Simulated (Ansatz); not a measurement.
Coupled-cluster run, `COB(O)O`.

```yaml
crystal:
  periodic: [false, false, false]
  atoms:
    - {symbol: C, position_ang: [-0.837032, -0.765225, -1.039947]}
    - {symbol: O, position_ang: [-0.542104, -0.509028, 0.318288]}
    - {symbol: B, position_ang: [0.435225, 0.377488, 0.651718]}
    - {symbol: O, position_ang: [0.710506, 0.616093, 1.970766]}
    - {symbol: O, position_ang: [1.141441, 1.029462, -0.318347]}
    - {symbol: H, position_ang: [-1.160027, 0.144458, -1.552927]}
    - {symbol: H, position_ang: [0.033320, -1.168188, -1.564444]}
    - {symbol: H, position_ang: [-1.643493, -1.498140, -1.069114]}
    - {symbol: H, position_ang: [0.148545, 0.099179, 2.552071]}
    - {symbol: H, position_ang: [1.796721, 1.622701, 0.054935]}
basis:
  gaussian: {orbitals: def2-TZVPP}
correlation: {method: ccsd_t}
output: {orbitals: {seedname: orbitals}}
```

```sh
$ ansatz run in.yaml --threads 4 --pin off --events-out ev --progress --plain --max-ram 10444MiB
```

The program prints (abridged):

```
Functional definition: HF
1392 factors; integrals over basis functions are off by at most 9.6e-4 eV
mean field evaluation 1: about -7895.9951 eV, gradient 5.0e1 eV
mean field evaluation 2: about -7896.2238 eV, gradient 5.0e1 eV
mean field evaluation 4: about -7900.6511 eV, gradient 3.4e0 eV
mean field evaluation 8: about -7900.6973 eV, gradient 1.8e-1 eV
mean field -7900.69741863 eV, -290.3452748494 hartree, gradient 1.3e-6 eV, S^2 0.000000; 0 other end points of the search recorded, 0 dependent functions left out
5 core orbitals not correlated: weight in the atoms' cores, before any rotation towards them, 1.000 or more for the frozen orbitals, at most 0.000 for the correlated occupied ones
reference -7900.69741863 eV, -290.3452748494 hartree; 15, 15 occupied and 205, 205 virtual orbitals, 1392 factors
second order -26.71593508 eV of doubles, -0.00000000 eV of singles
cycle   1  -26.64627418 eV  change    7.0e-2 eV  update   1.0e-1
cycle   2  -27.20784602 eV  change   -5.6e-1 eV  update   2.7e-2
cycle   3  -27.33127010 eV  change   -1.2e-1 eV  update   1.4e-2
cycle   4  -27.31539875 eV  change    1.6e-2 eV  update   2.9e-3
cycle   5  -27.31488560 eV  change    5.1e-4 eV  update   1.2e-3
cycle   6  -27.31554278 eV  change   -6.6e-4 eV  update   3.4e-4
cycle   7  -27.31531221 eV  change    2.3e-4 eV  update   1.1e-4
cycle   8  -27.31523915 eV  change    7.3e-5 eV  update   3.3e-5
cycle   9  -27.31523986 eV  change   -7.1e-7 eV  update   1.2e-5
perturbative correction -0.97670532 eV, -0.0358932585 hartree
Total energy: -7928.98936381 eV, -291.3849846579 hartree
```

It took 78 s on 4 threads of an Arm Neoverse V2 on a shared host, with 4 GiB of host memory at the peak.

MP2 recovers 94.4 % of the CCSD(T) correlation energy and the triples give 3.5 %; T1 = 0.0115.
